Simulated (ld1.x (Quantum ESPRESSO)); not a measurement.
# Logarithmic derivatives: Ag, PAW

- Element: Ag (Z = 47)
- Generator: ld1.x (Quantum ESPRESSO) 7.5
- Type: PAW
- Functional: PBE
- Relativity: scalar-relativistic
- Frozen core: [Kr]
- Valence charge: 11
- Reference configuration: 4d10 5s0 5p0 (charge +1)
- Partial waves: 5s (bound, empty): rcut 2.75, rcutus 2.90 bohr; 5s channel at 2.2 Ry: rcut 2.75, rcutus 2.90 bohr; 5p (bound, empty): rcut 2.65, rcutus 3.35 bohr; 5p channel at 0.15 Ry: rcut 2.65, rcutus 3.35 bohr; 4d (bound): rcut 1.35, rcutus 1.50 bohr; 4d channel at 3.1 Ry: rcut 1.35, rcutus 1.50 bohr
- Local potential: all-electron potential smoothed inside 3.15 bohr (lloc = -2)
- Core correction: Bessel-smoothed model core inside 1.00 bohr
- Augmentation charge: BESSEL, radius 1.05 bohr

The phase is arctan(r·u′/u) with u = r·R(r), unwrapped; energies in Ry, scanned from -3 to 5 Ry. A pole is an energy at which the radial function vanishes at the test radius. The pseudo phase is shifted by a multiple of π to meet the all-electron one at the reference energy, and phase errors are pseudo minus all-electron; the curves can meet again beyond the range given. Levels narrower than the energy grid can be missing from the lists of poles.

| channel | radius (bohr) | reference energy (Ry) | poles, all-electron | poles, pseudo | unbroken range about the reference energy with phases within 0.05 rad | phase error 1 Ry above the reference energy (rad) |
| --- | --- | --- | --- | --- | --- | --- |
| s | 3.65 | -0.83 | -0.39, 3.49 | -0.39, 3.46 | below 4.8 | -0.001 |
| p | 3.65 | -0.46 | 0.34, 4.40 | 0.34, 3.75 | below 1.8 | -0.000 |
| d | 3.65 | -1.15 | -1.12, 1.71 | -1.12, 1.72 | the whole range | +0.008 |

Phases in the p channel:

| E (Ry) | all-electron | pseudo |
| --- | --- | --- |
| -3.00 | 1.390 | 1.390 |
| -2.76 | 1.380 | 1.379 |
| -2.52 | 1.367 | 1.367 |
| -2.28 | 1.352 | 1.352 |
| -2.04 | 1.332 | 1.332 |
| -1.80 | 1.307 | 1.307 |
| -1.56 | 1.271 | 1.271 |
| -1.32 | 1.216 | 1.216 |
| -1.08 | 1.121 | 1.121 |
| -0.84 | 0.912 | 0.912 |
| -0.60 | 0.247 | 0.247 |
| -0.36 | -0.916 | -0.916 |
| -0.12 | -1.335 | -1.335 |
| 0.12 | -1.492 | -1.492 |
| 0.36 | -1.578 | -1.578 |
| 0.60 | -1.640 | -1.641 |
| 0.84 | -1.696 | -1.696 |
| 1.08 | -1.755 | -1.756 |
| 1.32 | -1.832 | -1.836 |
| 1.56 | -1.954 | -1.969 |
| 1.80 | -2.207 | -2.266 |
| 2.04 | -2.890 | -3.131 |
| 2.28 | -3.867 | -4.053 |
| 2.52 | -4.277 | -4.373 |
| 2.76 | -4.443 | -4.509 |
| 3.00 | -4.531 | -4.585 |
| 3.24 | -4.585 | -4.636 |
| 3.48 | -4.624 | -4.675 |
| 3.72 | -4.653 | -4.709 |
| 3.96 | -4.677 | -4.741 |
| 4.20 | -4.697 | -4.776 |
| 4.44 | -4.715 | -4.820 |
| 4.68 | -4.733 | -4.885 |
| 4.92 | -4.750 | -5.012 |
